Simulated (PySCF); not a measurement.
## M06-L on Sc⁺ (scandium, charge +1)

Configuration: [Ar] 3d1 4s1, high-spin 3D determinant. Computed with PySCF 2.14 in x2c-TZVPall (6s5p4d1f, 48 functions), with the spin-free X2C one-electron Hamiltonian (Gaussian nucleus).

- Total energy: -763.881 hartree
- One-electron energy: -1039.723 hartree
- Hartree (Coulomb) energy: 314.866 hartree
- Exchange-correlation energy: -39.024 hartree
- ⟨S²⟩: 2.0008
- ⟨L²⟩: 6.006
- Sum of ⟨r⟩: 16.87 bohr
- Sum of ⟨r²⟩: 29.59 bohr²
- Traceless quadrupole moment −½Σ⟨3z² − r²⟩ along its main axis: 0.914 e·bohr²
- Langevin diamagnetic susceptibility: -23.4 ×10⁻⁶ cm³/mol
- Time after the integrals: 4.2 s of wall time on 1 thread of Neoverse-V2 (shared host)

```json
{"shell": "1s α", "electrons": "1", "mean orbital energy (hartree)": "-162.40080", "spread (hartree)": "0", "rms radius, mean of both spins (bohr)": "0.0845"}
{"shell": "1s β", "electrons": "1", "mean orbital energy (hartree)": "-162.39908", "spread (hartree)": "0", "rms radius, mean of both spins (bohr)": "0.0845"}
{"shell": "2s α", "electrons": "1", "mean orbital energy (hartree)": "-17.99663", "spread (hartree)": "0", "rms radius, mean of both spins (bohr)": "0.371"}
{"shell": "2s β", "electrons": "1", "mean orbital energy (hartree)": "-17.98433", "spread (hartree)": "0", "rms radius, mean of both spins (bohr)": "0.371"}
{"shell": "2p α", "electrons": "3", "mean orbital energy (hartree)": "-14.70779", "spread (hartree)": "0.00764", "rms radius, mean of both spins (bohr)": "0.341"}
{"shell": "2p β", "electrons": "3", "mean orbital energy (hartree)": "-14.69760", "spread (hartree)": "0.01781", "rms radius, mean of both spins (bohr)": "0.341"}
{"shell": "3s α", "electrons": "1", "mean orbital energy (hartree)": "-2.37644", "spread (hartree)": "0", "rms radius, mean of both spins (bohr)": "1.15"}
{"shell": "3s β", "electrons": "1", "mean orbital energy (hartree)": "-2.34241", "spread (hartree)": "0", "rms radius, mean of both spins (bohr)": "1.15"}
{"shell": "3p α", "electrons": "3", "mean orbital energy (hartree)": "-1.54402", "spread (hartree)": "0.02121", "rms radius, mean of both spins (bohr)": "1.26"}
{"shell": "3p β", "electrons": "3", "mean orbital energy (hartree)": "-1.50845", "spread (hartree)": "0.04366", "rms radius, mean of both spins (bohr)": "1.26"}
{"shell": "3d α", "electrons": "1", "mean orbital energy (hartree)": "-0.38303", "spread (hartree)": "0", "rms radius, mean of both spins (bohr)": "1.97"}
{"shell": "4s α", "electrons": "1", "mean orbital energy (hartree)": "-0.37171", "spread (hartree)": "0", "rms radius, mean of both spins (bohr)": "3.53"}
```

Densities and radii are taken from the X2C orbitals without a picture-change correction, which distorts them close to the nucleus.
